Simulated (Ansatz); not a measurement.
B4P5⁻, relaxed as a singlet with RKS B3LYP-D4/def2-SVPD in Ansatz, starting from the GFN1-xTB geometry. Force threshold 0.02 eV/Å.

The restricted singlet is unstable towards broken spin symmetry in Hartree–Fock (as tested in another run); at B3LYP-D4/def2-SVPD this wasn't settled. Another isomer (singlet) lies 0.47 eV lower at PBE0-D4/def2-TZVPD; other spin states weren't run for this one.

Start:

Cartesian coordinates in Å:
```
B 0.504 -1.541 0.593
B -1.332 0.772 -0.780
B 1.151 0.046 0.527
B 0.215 1.231 -0.203
P -1.110 -2.336 -0.062
P -2.322 -0.866 -0.743
P 1.943 -1.453 1.626
P 1.887 1.760 0.438
P -0.937 2.387 -1.396
```

(1) Estimate the energy that the relaxation releases and the steps that it takes.

(2) Does the start keep its bonding?

(3) Predict the relaxed structure.

Results:

(1) 15.4 kJ/mol, in 6 steps; 33 s on 4 threads of Arm Neoverse V1 on a shared host. No frequencies were taken in this run, so the end may be a saddle point.

(2) By distances, no bond broke or formed. The bond that changes most is B4–P9, from 2.02 to 1.97 Å (atoms count from 1).

(3) 
```xyz
9

B     0.455   -1.502    0.593
B    -1.295    0.719   -0.789
B     1.187    0.088    0.576
B     0.271    1.273   -0.236
P    -1.113   -2.356   -0.037
P    -2.337   -0.862   -0.768
P     1.898   -1.458    1.561
P     1.894    1.767    0.442
P    -0.961    2.332   -1.342
```
Bond lengths: 8 × B–P 1.74 to 1.97 Å; 3 × B–B 1.70 to 1.75 Å; 1 × P–P 2.07 Å.
